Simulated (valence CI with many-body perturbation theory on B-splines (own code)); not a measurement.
**Valence orbitals of Tl XLII**

Calculated by relativistic CI+MBPT: four valence electrons over a frozen Dirac-Fock core [Kr], a basis of 7 s, 7 p, 8 d, 6 f, 4 g, 1 h functions for each j, with the one-electron correlation potential Σ1 (screened to all orders), the two-electron term Σ2, the three-electron term Σ3, Breit, model QED; selected single and double excitations, second order for the rest, scaled by the run's own slope (own B-spline code, finite nucleus).

The last digits are not significant, and no measured levels were compared; by estimate large intervals hold to a few tenths of a per cent, small ones and those within an open d or f shell to about a per cent. The list stops below the first excitations out of the core.

These are the spectroscopic orbitals of the CI (the correlating ones are not listed), shaped by the core and the other valence electrons. h is the expectation value of the core's Dirac-Fock operator, without the valence repulsion; Σ1 is computed up to l = 3 at one energy for each symmetry, that of its lowest orbital but kept below the first core excitation, so for empty shells it is not the orbital's own correlation shift; Breit and QED include the response of the core.

| Orbital | h (hartree) | Σ1 (cm⁻¹) | Breit (cm⁻¹) | QED (cm⁻¹) | ⟨r⟩ (bohr) |
| --- | --- | --- | --- | --- | --- |
| 5s1/2 | -56.01 | -11955 | 7334 | 5613 | 0.6286 |
| 6s1/2 | -36.549 | -4781 | 3879 | 3010 | 0.9611 |
| 7s1/2 | -25.76 | -2497 | 2254 | 1783 | 1.367 |
| 5p1/2 | -53.876 | -12159 | 11292 | 280 | 0.6339 |
| 6p1/2 | -35.394 | -5008 | 6113 | 158 | 0.9728 |
| 7p1/2 | -25.065 | -2656 | 3595 | 96.2 | 1.385 |
| 5p3/2 | -51.486 | -10499 | 6344 | 727 | 0.6656 |
| 6p3/2 | -34.12 | -4493 | 3496 | 405 | 1.011 |
| 7p3/2 | -24.304 | -2422 | 2308 | 245 | 1.430 |
| 4d3/2 | -80.908 | -23938 | 12040 | -1085 | 0.3690 |
| 5d3/2 | -48.15 | -11500 | 5245 | -388 | 0.6641 |
| 6d3/2 | -32.311 | -5267 | 2843 | -203 | 1.025 |
| 4d5/2 | -79.742 | -22961 | 7324 | -460 | 0.3756 |
| 5d5/2 | -47.635 | -11264 | 3260 | -127 | 0.6721 |
| 6d5/2 | -32.03 | -5140 | 1779 | -63.0 | 1.035 |
| 4f5/2 | -71.495 | -47685 | 3456 | -952 | 0.3453 |
| 5f5/2 | -44.122 | -11195 | 1640 | -348 | 0.6588 |
| 4f7/2 | -71.176 | -41672 | 600 | -715 | 0.3481 |
| 5f7/2 | -43.974 | -10803 | 434 | -244 | 0.6616 |
| 5g7/2 | -41.415 |  | -144 | -161 | 0.6161 |
| 5g9/2 | -41.364 |  | -441 | -119 | 0.6175 |

Among the shells of the start configuration 4d4, Σ1 is largest in size for 4d3/2, where it is 0.13 % of h.

Lowest root of each symmetry, sizes in configuration state functions:

| J | Parity | Roots | Reference | Variational | Second order | Change by selected CI (cm⁻¹) | Change by second order (cm⁻¹) |
| --- | --- | --- | --- | --- | --- | --- | --- |
| 0 | even | 5 | 38 | 6004 | 19561 | -5618 | -2 |
| 1 | even | 4 | 76 | 11647 | 52311 | -4634 | -5 |
| 2 | even | 8 | 121 | 18082 | 78230 | -5687 | -8 |
| 3 | even | 6 | 120 | 18453 | 95540 | -5957 | -9 |
| 4 | even | 7 | 120 | 18612 | 99313 | -5791 | -8 |
| 5 | even | 2 | 86 | 13372 | 70897 | -5485 | -10 |
| 6 | even | 2 | 66 | 10647 | 80280 | -5838 | -8 |
| 0 | odd | 4 | 35 | 10874 | 29181 | -7174 | -3 |
| 1 | odd | 9 | 98 | 28884 | 92566 | -7994 | -4 |
| 2 | odd | 14 | 140 | 31999 | 141473 | -6307 | -11 |
| 3 | odd | 15 | 155 | 31999 | 176720 | -6766 | -19 |
| 4 | odd | 15 | 144 | 31991 | 165476 | -5227 | -17 |
| 5 | odd | 12 | 116 | 31994 | 123165 | -5451 | -17 |
| 6 | odd | 8 | 82 | 31999 | 99215 | -5206 | -7 |
| 7 | odd | 5 | 50 | 25356 | 89701 | -5710 | -5 |
| 8 | odd | 2 | 26 | 15794 | 58578 | -5737 | -4 |
| 9 | odd | 1 | 12 | 7121 | 30748 | -6350 | -4 |
